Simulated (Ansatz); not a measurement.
Reaction (redistribution): `[SiH3][Ge]([Cl])([Cl])[Cl]` + `CO[SiH2]Cl` → `[Cl][Ge]([Cl])([Cl])[Cl]` + `CO[SiH2][SiH3]`

Gas-phase electronic energies from Ansatz, PBE0-D4/def2-TZVP geometries. CCSD(T)/CBS is the MP2 limit (def2-TZVPP, def2-QZVPP) plus CCSD(T) − MP2 in def2-TZVPP, frozen cores. Functionals use def2-TZVPP. For Ge outer-core shells are correlated without core-valence functions, which leaves a few kJ/mol of doubt a bond. Scalar relativity is left out up to krypton. Each species was taken in one conformer, which may not be the lowest.

| level | ΔE (eV) |
| --- | --- |
| B97M-V | 0.76 |
| r2SCAN | 0.85 |

Question: What does CCSD(T)/CBS give? (An estimate is asked.)

Answer: Computed: +0.89 eV. The listed levels differ from it by -0.13, -0.04 eV.

Largest T1 diagnostic among the species: 0.012.

Leaving LDA and LC-ωPBE aside and taking each functional with its dispersion term where it has one, the values, not all of them listed here, spread over 0.13 eV, from B97M-V to ωB97M-V. At CCSD(T), def2-SVP lies −0.21 eV from the extrapolated value and def2-TZVPP −0.08 eV.
